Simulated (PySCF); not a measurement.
From one molecule to another.

First species: C4H9ClO3Si.
SMILES: `CO[Si]1(CCl)OCCO1`

Second species: C₇H₆F₄.
SMILES: `FC(F)(F)[C@]12[C@@H]3C[C@@]1(F)C[C@@H]32`

Levels: PBE0/pcSseg-1 for HOMO energy, LUMO energy and HOMO–LUMO gap. Geometries: GFN2-xTB. Each structure is a single optimised conformer of the isolated species, non-relativistic unless stated; the electronic structure was computed with PySCF and density fitting.

Dipoles, sizes and rotational constants follow the conformer. The torsions of the flexible species, by atom-mapped SMILES:
- `[F:1][C:2]([F:3])([F:4])[C@:5]12[C@@H:6]3[CH2:7][C@@:8]1([F:9])[CH2:10][C@H:11]23`: F1–C2–C5–C6 -163°

The conformers of `CO[Si]1(CCl)OCCO1` aren't listed.

| property | column X | column Y |
| --- | --- | --- |
| HOMO energy | -7.87 eV | -8.16 eV |
| LUMO energy | 0.51 eV | 1.44 eV |
| HOMO–LUMO gap | 8.38 eV | 9.60 eV |

Which column belongs to which species?

Column X is the first species and column Y the second. The first has 18 atoms and 88 electrons, the second 17 and 84.

How does each property change from the first species to the second?

HOMO energy -0.29 eV; LUMO energy +0.93 eV; HOMO–LUMO gap +1.22 eV.

On the first:  GFN2-xTB frequencies show an imaginary mode (52i cm⁻¹), so this geometry is no minimum at that level.

